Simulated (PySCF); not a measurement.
A structure optimised at PBE-D3(BJ)/def2-SVP, used in a PySCF frequency run:

```xyz
6

Ga     0.4159    -0.8887     0.0000
H      1.9046    -1.3516     0.0000
Br    -0.1346     1.3582     0.0000
N     -1.0203    -1.9950     0.0000
H     -1.9838    -1.6563     0.0000
H     -0.9609    -3.0142     0.0000
```
Charge 0, spin multiplicity 1.

Write its SMILES, formula and point group.

[NH2][GaH][Br], BrGaH3N, Cs

What are its rotational constants (standard atomic weights)?

13.926, 1.8626, 1.6428 GHz
